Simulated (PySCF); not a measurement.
CH4BeS, SMILES [CH3][Be][SH].

Coordinates come from a r2SCAN-D4/def2-TZVP optimisation. The geometry has at least one imaginary mode, so it is a saddle point at that level. One conformer was computed; it need not be the lowest.

The numbers are results of IEF-PCM-M06-2X/def2-SVP (PySCF 2.14.0), not measurements.

The values are the electrostatic part of the solvation free energy, E(continuum) − E(gas) at the gas-phase geometry, in a cavity of scaled van der Waals radii (PySCF's table); cavitation and dispersion terms are not included. A continuum can't describe solvent molecules that bind to the metal. In vacuum the orbital gap is 9.02 eV. The dipole moment in vacuum is 1.29 D.

Computed values in water (ε = 78.36), toluene (ε = 2.37), ethylethanoate (ε = 5.99):
| solvent | ε | ΔG(elec) (kcal/mol) | dipole (D) | gap (eV) |
|---|---|---|---|---|
| water | 78.36 | -4.8 | 1.74 | 9.42 |
| toluene | 2.37 | -2.1 | 1.49 | 9.21 |
| ethylethanoate | 5.99 | -3.6 | 1.63 | 9.33 |
